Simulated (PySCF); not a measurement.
**Antimony: a sound run and one with changed settings**

Sound run: Sb+ [Kr] 4d10 5s2 5p2, Sb(2+) [Kr] 4d10 5s2 5p1. Computed with PySCF 2.14 in aug-cc-pVDZ-PP with ECP28MDF, with scalar relativity through the core potential. The sound run starts from symmetry-adapted Hartree-Fock orbitals and uses a fine grid where one is needed.

A second run was set up differently.

```json
{"species": "Sb+", "method": "UHF", "sound run (hartree)": "-238.95724", "changed run (hartree)": "-238.95724", "converged": "yes"}
{"species": "Sb+", "method": "r2SCAN", "sound run (hartree)": "-239.96751", "changed run (hartree)": "-240.69431", "converged": "yes"}
{"species": "Sb+", "method": "B3LYP", "sound run (hartree)": "-239.95950", "changed run (hartree)": "-240.27355", "converged": "yes"}
{"species": "Sb(2+)", "method": "UHF", "sound run (hartree)": "-238.36941", "changed run (hartree)": "-238.36941", "converged": "yes"}
{"species": "Sb(2+)", "method": "r2SCAN", "sound run (hartree)": "-239.35564", "changed run (hartree)": "-240.07596", "converged": "yes"}
{"species": "Sb(2+)", "method": "B3LYP", "sound run (hartree)": "-239.35290", "changed run (hartree)": "-239.65766", "converged": "yes"}
```

Ionisation energy of Sb+:

```tsv
method	sound run (eV)	changed run (eV)
UHF	15.996	15.996
r2SCAN	16.650	16.826
B3LYP	16.506	16.759
```

Task: What was changed?
A. angular grid far too coarse
B. a valence shell is frozen
C. minimal basis
D. level shift left on

Result: A. It used 6 angular points. A coarse angular grid integrates products of high-l functions wrongly, so density functionals can shift, and the SCF can exploit the error; Hartree-Fock and MP2 need no grid.
